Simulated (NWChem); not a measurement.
System: C2H5BF2O; SMILES CB(O)C(F)F

Input file for NWChem:

```
start job
memory heap 200 mb stack 900 mb global 1100 mb
geometry units angstroms noautosym nocenter noautoz
  C      1.046603    -1.844787    -0.130910
  B     -0.110038    -0.799217    -0.042412
  O     -1.358869    -1.149387     0.315984
  C      0.136152     0.758670    -0.375398
  F     -1.025295     1.459506    -0.159550
  F      1.085252     1.272014     0.452787
  H      0.732501    -2.852735     0.173457
  H      1.893891    -1.525725     0.499023
  H      1.442445    -1.896260    -1.160047
  H     -1.942680    -0.377148     0.336275
  H      0.449441     0.971267    -1.415379
end
basis spherical
  * library pcsseg-1
end
dft
  xc xpbe96 cpbe96
  iterations 150
end
property
  shielding
end
task dft property
```

Parts of the log:

```
             Northwest Computational Chemistry Package (NWChem) 7.3.0
             --------------------------------------------------------

                             Geometry "geometry" -> ""
                             -------------------------

 Output coordinates in angstroms (scale by  1.889725989 to convert to a.u.)

  No.       Tag          Charge          X              Y              Z
 ---- ---------------- ---------- -------------- -------------- --------------
    1 C                    6.0000     1.04660300    -1.84478700    -0.13091000
    2 B                    5.0000    -0.11003800    -0.79921700    -0.04241200
    3 O                    8.0000    -1.35886900    -1.14938700     0.31598400
    4 C                    6.0000     0.13615200     0.75867000    -0.37539800
    5 F                    9.0000    -1.02529500     1.45950600    -0.15955000
    6 F                    9.0000     1.08525200     1.27201400     0.45278700
    7 H                    1.0000     0.73250100    -2.85273500     0.17345700
    8 H                    1.0000     1.89389100    -1.52572500     0.49902300
    9 H                    1.0000     1.44244500    -1.89626000    -1.16004700
   10 H                    1.0000    -1.94268000    -0.37714800     0.33627500
   11 H                    1.0000     0.44944100     0.97126700    -1.41537900

 Effective nuclear repulsion energy (a.u.)     236.4342215812

  pbe96 is a nonlocal functional; adding pw91lda local functional.
                              NWChem Property Module
                              ----------------------

  itol2e modified to match energy
  convergence criterion.

                                 NWChem DFT Module
                                 -----------------

 Summary of "ao basis" -> "ao basis" (spherical)
 ------------------------------------------------------------------------------
       Tag                 Description            Shells   Functions and Types
 ---------------- ------------------------------  ------  ---------------------
 C                          pcsseg-1                 7       17   3s3p1d
 B                          pcsseg-1                 7       17   3s3p1d
 O                          pcsseg-1                 7       17   3s3p1d
 F                          pcsseg-1                 7       17   3s3p1d
 H                          pcsseg-1                 3        5   2s1p

  itol2e modified to match energy
  convergence criterion.

            General Information
            -------------------
          SCF calculation type: DFT
          Wavefunction type:  closed shell.
          No. of atoms     :    11
          No. of electrons :    48
           Alpha electrons :    24
            Beta electrons :    24
          Charge           :     0
          Spin multiplicity:     1
          Use of symmetry is: off; symmetry adaption is: off
          Maximum number of iterations: 150
          AO basis - number of functions:   127
                     number of shells:    57
          Convergence on energy requested:  1.00D-07
          Convergence on density requested:  1.00D-05
          Convergence on gradient requested:  5.00D-04

              XC Information
              --------------
          PerdewBurkeErnzerhof Exchange Functional  1.000
            Perdew 1991 LDA Correlation Functional  1.000 local
           PerdewBurkeErnz. Correlation Functional  1.000 non-local

[...]

          -----------------------------------------
          Chemical Shielding Tensors (GIAO, in ppm)
          -----------------------------------------

                                NWChem CPHF Module
                                ------------------

  scftype          =     RHF
  nclosed          =       24
  nopen            =        0
  variables        =     2472
  # of vectors     =        3
  tolerance        = 0.10D-03
  level shift      = 0.00D+00
  max iterations   =       50
  max subspace     =       30

 SCF residual:    4.4659283519358477E-005

Iterative solution of linear equations
  No. of variables     2472
  No. of equations        3
  Maximum subspace       30
        Iterations       50
       Convergence  1.0D-04

   iter   nsub   residual    time
   ----  ------  --------  ---------
     1      3    1.51D-05      79.6

      Atom:    1  C
        Diamagnetic
    253.6370     -4.8061     -0.4014
     -4.8061    254.9787      0.2227
     -0.4014      0.2227    248.7905

        Paramagnetic
    -84.3074     -6.7065      5.3593
     -6.7065    -70.2921      1.8527
      5.3593      1.8527    -66.5324

        Total Shielding Tensor
    169.3296    -11.5126      4.9579
    -11.5126    184.6865      2.0754
      4.9579      2.0754    182.2581

           isotropic =     178.7581
          anisotropy =      18.1837

          Principal Components and Axis System
                 1           2           3
              190.8805    183.6220    161.7716

      1        -0.4821      0.1906      0.8552
      2         0.8736      0.1791      0.4525
      3        -0.0669      0.9652     -0.2528

      Atom:    2  B
        Diamagnetic
    196.3366     -1.9504     -3.7850
     -1.9504    202.8824     -2.7788
     -3.7850     -2.7788    178.0815

        Paramagnetic
   -163.7425    -14.7652     21.8366
    -14.7652   -177.0457     21.4518
     21.8366     21.4518    -88.0213

        Total Shielding Tensor
     32.5940    -16.7156     18.0516
    -16.7156     25.8368     18.6731
     18.0516     18.6731     90.0602

           isotropic =      49.4970
          anisotropy =      72.6913

          Principal Components and Axis System
                 1           2           3
               97.9578     46.1964      4.3367

      1         0.2135      0.7570      0.6175
      2         0.1982     -0.6525      0.7314
      3         0.9566     -0.0338     -0.2894

      Atom:    3  O
        Diamagnetic
    404.7360     -3.4585     -6.9576
     -3.4585    386.8147     -0.4998
     -6.9576     -0.4998    376.0080

        Paramagnetic
   -317.3581     83.1003     38.9833
     83.1003   -366.6335     37.0952
     38.9833     37.0952    -70.6916

        Total Shielding Tensor
     87.3780     79.6418     32.0257
     79.6418     20.1812     36.5954
     32.0257     36.5954    305.3165

           isotropic =     137.6252
          anisotropy =     270.7933

          Principal Components and Axis System
                 1           2           3
              318.1541    127.8828    -33.1612

      1         0.1928      0.8169     -0.5436
      2         0.1702      0.5177      0.8385
      3         0.9663     -0.2542     -0.0392

      Atom:    4  C
        Diamagnetic
    252.4542     -1.2639      3.4663
     -1.2639    246.4754      3.0666
      3.4663      3.0666    240.0509

        Paramagnetic
   -177.9052     -5.6984      3.0334
     -5.6984   -189.8472      2.1312
      3.0334      2.1312   -203.8133

        Total Shielding Tensor
     74.5490     -6.9623      6.4997
     -6.9623     56.6281      5.1978
      6.4997      5.1978     36.2376

           isotropic =      55.8049
          anisotropy =      32.4609

          Principal Components and Axis System
                 1           2           3
               77.4455     56.5582     33.4110

      1         0.9504      0.2425     -0.1946
      2        -0.2896      0.9184     -0.2695
      3         0.1134      0.3125      0.9431

      Atom:    5  F
        Diamagnetic
    484.7789     -8.9550     -3.2024
     -8.9550    473.6914      1.6787
     -3.2024      1.6787    463.3557

        Paramagnetic
   -123.2711      8.4454     69.9045
      8.4454   -179.7219     95.8799
     69.9045     95.8799   -123.1130

        Total Shielding Tensor
    361.5078     -0.5096     66.7021
     -0.5096    293.9694     97.5586
     66.7021     97.5586    340.2427

           isotropic =     331.9067
          anisotropy =     177.9423

          Principal Components and Axis System
                 1           2           3
              450.5349    340.4534    204.7317

      1         0.5352     -0.7977     -0.2778
      2         0.4455      0.5460     -0.7095
      3         0.7177      0.2560      0.6476

      Atom:    6  F
        Diamagnetic
    478.1979      5.8126     11.6310
      5.8126    469.4917      4.8665
     11.6310      4.8665    472.9753

        Paramagnetic
    -98.3833    -89.9952    -27.0204
    -89.9952   -170.4493     86.8908
    -27.0204     86.8908   -205.7132

        Total Shielding Tensor
    379.8146    -84.1826    -15.3894
    -84.1826    299.0424     91.7573
    -15.3894     91.7573    267.2621

           isotropic =     315.3730
          anisotropy =     210.8278

          Principal Components and Axis System
                 1           2           3
              455.9249    310.6247    179.5695

      1         0.7262      0.6448      0.2383
      2        -0.5930      0.4123      0.6916
      3        -0.3477      0.6436     -0.6818

      Atom:    7  H
        Diamagnetic
     25.7644      1.1037     -0.9273
      1.1037     39.6947     -3.6982
     -0.9273     -3.6982     24.4364

        Paramagnetic
      2.6667     -0.2761      0.1924
     -0.2761     -3.8365      1.5406
      0.1924      1.5406      2.9697

        Total Shielding Tensor
     28.4312      0.8275     -0.7349
      0.8275     35.8582     -2.1576
     -0.7349     -2.1576     27.4061

[...]
```

Level: PBE/pcSseg-1, GIAO. All runs use the structure optimised with PBE0/def2-SVP. The printed shielding anisotropy is the first printed principal value minus the mean of the other two.
